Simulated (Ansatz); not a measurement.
Calculated with Ansatz (gas phase, PBE0-D4/def2-TZVP geometries, no zero-point term in ΔE). CCSD(T)/CBS adds triple-zeta CCSD(T) − MP2 to the extrapolated MP2 energy (def2 sets, frozen cores). Each species was taken in one conformer, which may not be the lowest.

`[CH3][Al]([CH3])[BH][SiH3]` + `CNCS` → `CNCS[SiH3]` + `[BH2][Al]([CH3])[CH3]`  (cleavage of the Si–B bond)

`[CH3][Al]([CH3])[BH][SiH3]`:

```xyz
15

C    -2.144    1.132   -0.201
Al   -0.749   -0.246   -0.114
C    -0.738   -1.680   -1.453
B     0.762   -0.136    1.363
Si    2.561    0.695    1.053
H    -2.326    1.444   -1.234
H    -1.925    2.024    0.390
H    -3.091    0.722    0.171
H    -0.207   -2.578   -1.128
H    -1.752   -1.968   -1.746
H    -0.238   -1.325   -2.363
H     0.629   -0.639    2.447
H     2.597    1.705   -0.044
H     3.210    1.304    2.249
H     3.411   -0.456    0.610
```

`CNCS`:

Cartesian coordinates in Å:
```
C -0.911 -0.975 0.849
N 0.309 -0.232 0.620
C 0.217 0.675 -0.490
S 1.762 1.630 -0.568
H -0.763 -1.672 1.675
H -1.260 -1.546 -0.027
H -1.710 -0.286 1.136
H 1.097 -0.852 0.489
H -0.623 1.352 -0.314
H 0.060 0.191 -1.466
H 1.823 1.714 -1.905
```

`CNCS[SiH3]`:

Cartesian coordinates in Å:
```
C -1.242 1.224 1.621
N -0.812 -0.150 1.485
C -0.351 -0.525 0.202
S 1.198 0.398 -0.339
Si 1.600 -0.663 -2.127
H -2.062 1.415 0.924
H -0.451 1.960 1.420
H -1.620 1.386 2.632
H -0.144 -0.402 2.202
H -0.109 -1.588 0.186
H -1.122 -0.317 -0.543
H 0.502 -0.502 -3.119
H 1.754 -2.120 -1.859
H 2.860 -0.116 -2.685
```

`[BH2][Al]([CH3])[CH3]`:

```xyz
12

B     1.113   -1.930    0.408
Al    0.066   -0.123    0.021
C     0.047    0.672   -1.775
C    -0.902    0.803    1.457
H     0.619   -3.019    0.284
H     2.259   -1.964    0.770
H    -0.933    0.507   -2.240
H     0.187    1.757   -1.729
H     0.799    0.261   -2.452
H    -1.778    1.338    1.079
H    -0.247    1.556    1.914
H    -1.229    0.140    2.263
```

```json
{"species": "`[CH3][Al]([CH3])[BH][SiH3]`", "HF/def2-TZVPP energy (Eh)": "-637.11110"}
{"species": "`CNCS`", "HF/def2-TZVPP energy (Eh)": "-531.83690"}
{"species": "`CNCS[SiH3]`", "HF/def2-TZVPP energy (Eh)": "-821.96849"}
{"species": "`[BH2][Al]([CH3])[CH3]`", "HF/def2-TZVPP energy (Eh)": "-347.00713"}
```

(1) Work out ΔE.

Largest T1 diagnostic among the species: 0.012.

Answers

(1) ΔE = (-821.96849) + (-347.00713) − (-637.11110) − (-531.83690) = -0.02762 Eh = -72.5 kJ/mol. CCSD(T)/CBS gives -70.2 kJ/mol.

The D4 term adds −4.3 kJ/mol with B3LYP and −2.1 kJ/mol with PBE0; it sums over pairs of atoms, weighted by their polarisabilities, and B3LYP, whose exchange is more repulsive, gets the larger term.

B3LYP here is the variant with VWN-RPA as its local correlation; programs differ in this.
